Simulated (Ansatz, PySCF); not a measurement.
This Ansatz (an electronic-structure program) input computes a r2SCAN/def2-TZVPD energy:

Ansatz 0.2 input:
```yaml
crystal:
  periodic: [false, false, false]
  atoms:
    - {symbol: C, position_ang: [-2.17040851, 0.06427607, -0.14639857]}
    - {symbol: C, position_ang: [-1.07614581, 0.08127349, 0.59716402]}
    - {symbol: C, position_ang: [0.12335905, -0.80467037, 0.29270768]}
    - {symbol: C, position_ang: [1.22680525, 0.00047175, -0.17509925]}
    - {symbol: N, position_ang: [2.06692268, 0.67802069, -0.54145599]}
    - {symbol: H, position_ang: [-3.02237308, 0.67771360, 0.11468403]}
    - {symbol: H, position_ang: [-2.27039896, -0.56509096, -1.02265473]}
    - {symbol: H, position_ang: [-0.98700208, 0.70756401, 1.47582907]}
    - {symbol: H, position_ang: [-0.09480565, -1.53563734, -0.49271734]}
    - {symbol: H, position_ang: [0.47493293, -1.35447513, 1.17396353]}
    - {symbol: H, position_ang: [2.80952824, 1.27567544, -0.86915573]}
basis:
  gaussian:
    orbitals: def2-TZVPD
hamiltonian:
  xc: {name: r2SCAN}
total_charge: 1
output: {forces: true}
```

**Question.** Write an input for the same energy in PySCF and say what it gives.

**Answer.** 
```python
from pyscf import gto, scf, dft

mol = gto.M(
    atom='''
    C    -2.17040851    0.06427607   -0.14639857
    C    -1.07614581    0.08127349    0.59716402
    C     0.12335905   -0.80467037    0.29270768
    C     1.22680525    0.00047175   -0.17509925
    N     2.06692268    0.67802069   -0.54145599
    H    -3.02237308    0.67771360    0.11468403
    H    -2.27039896   -0.56509096   -1.02265473
    H    -0.98700208    0.70756401    1.47582907
    H    -0.09480565   -1.53563734   -0.49271734
    H     0.47493293   -1.35447513    1.17396353
    H     2.80952824    1.27567544   -0.86915573
    ''',
    basis='def2-tzvpd',
    charge=1,
    spin=0,
    verbose=4,
)

mf = dft.RKS(mol, xc='r2scan').density_fit(auxbasis='def2-universal-jkfit')
mf.grids.level = 4
mf.conv_tol = 1e-9
mf.max_cycle = 100
mf.max_memory = 1500
mf.kernel()
if not mf.converged:
    mf = mf.newton()
    mf.kernel(mf.make_rdm1())
mf.analyze()
```
It gives -210.40747 Eh, and Ansatz -210.40740 Eh, a difference of 0.07 mEh, from the treatment of integrals and grids.

It need not be the lowest isomer of its formula.
